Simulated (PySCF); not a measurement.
H₂SeTe, SMILES [SeH][TeH].

Geometry: PBE-D3(BJ)/def2-TZVP. The def2 effective core potentials stand for the cores of Te; spin–orbit coupling is left out.

These are PySCF 2.14.0 with TDDFT-LC-ωPBE/def2-SVPD values and carry that method's errors.

Vertical excitations. The molecule is in vacuum.

Problem. Give excitation energies, oscillator strengths and character. (Estimate from the structure and the level; the computed values follow.)

Solution. 
```tsv
state	energy (eV)	λ (nm)	f	main pairs
S1	3.34	372	0.002	HOMO→LUMO 91 %
S2	3.95	314	0.007	HOMO−1→LUMO 90 %
S3	4.98	249	0.007	HOMO→LUMO+1 79 %
S4	5.77	215	0.008	HOMO−1→LUMO+2 35 %, HOMO−1→LUMO+1 28 %, HOMO−1→LUMO+6 16 %, HOMO−1→LUMO+9 6 %
S5	6.31	197	0.073	HOMO−2→LUMO 31 %, HOMO→LUMO+2 25 %, HOMO→LUMO+6 13 %, HOMO→LUMO+4 10 %
S6	6.50	191	0.148	HOMO−2→LUMO 25 %, HOMO−1→LUMO+1 20 %, HOMO→LUMO+2 14 %, HOMO→LUMO+4 10 %
S7	6.76	183	0.209	HOMO−1→LUMO+1 31 %, HOMO−2→LUMO 21 %, HOMO−1→LUMO+4 13 %, HOMO−3→LUMO 8 %
S8	7.18	173	0.106	HOMO→LUMO+2 29 %, HOMO→LUMO+5 28 %, HOMO→LUMO+4 17 %, HOMO→LUMO+9 6 %
S9	7.28	170	0.004	HOMO→LUMO+3 87 %
S10	7.38	168	0.138	HOMO−3→LUMO 50 %, HOMO→LUMO+4 18 %, HOMO→LUMO+5 12 %
T1	2.71	457	0	HOMO→LUMO 90 %
T2	3.36	369	0	HOMO−1→LUMO 89 %
T3	4.37	284	0	HOMO→LUMO+1 67 %, HOMO→LUMO+4 13 %
T4	4.62	268	0	HOMO−2→LUMO 86 %
```
Triplets are in the Tamm–Dancoff approximation, which puts them higher than full response would, so one can lie above its singlet here.
